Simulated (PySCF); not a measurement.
C₅H₁₀Si, SMILES C=CC[SiH2]C=C, singlet at its GFN2-xTB optimised geometry (Å):

```
16

C      1.1268    -0.5844     0.0000
C     -0.1945    -0.5844     0.0000
C     -1.0458     0.6343     0.0000
Si    -2.1628     0.7625    -1.5473
C     -1.1745     0.9875    -3.1339
C      0.1364     0.8489    -3.2613
H      1.6932     0.3338     0.0168
H      1.7008    -1.4955    -0.0100
H     -0.7327    -1.5239    -0.0073
H     -0.4213     1.5239     0.0914
H     -1.7008     0.6065     0.8739
H     -2.9793    -0.4558    -1.6548
H     -3.0474     1.9243    -1.3717
H     -1.7483     1.2493    -4.0163
H      0.6461     0.9880    -4.2036
H      0.7621     0.5837    -2.4247
```

Method: CAM-B3LYP/def2-TZVP (PySCF).

Map of the deformation density (molecule minus spherical neutral atoms) (e/bohr³) on the plane z = 0.8 Å:

```
|.........................|
|.........................|
|.........................|
|.........................|
|.........................|
|..........  .............|
|.......      ............|
|.....         ...........|
|....   ....    ..........|
|....  .-:.         ......|
|....  :@*.          .....|
|....  .==.      ..  .....|
|....   ..       ..  .....|
|.....        ..     .....|
|......       :.     .....|
|.......      ..     .....|
|.......   .     ..  .....|
|........            .....|
|.........          ......|
|.........................|
|.........................|
|.........................|
|.........................|
|.........................|
|.........................|
```
Scale: ten equal steps from -0.015 (start of ' ') to 0.109 (end of '@'), in the order ' .:-=+*#%@'; x runs from -4.00 to 4.00, y from -4.00 (bottom) to 4.00 (top).
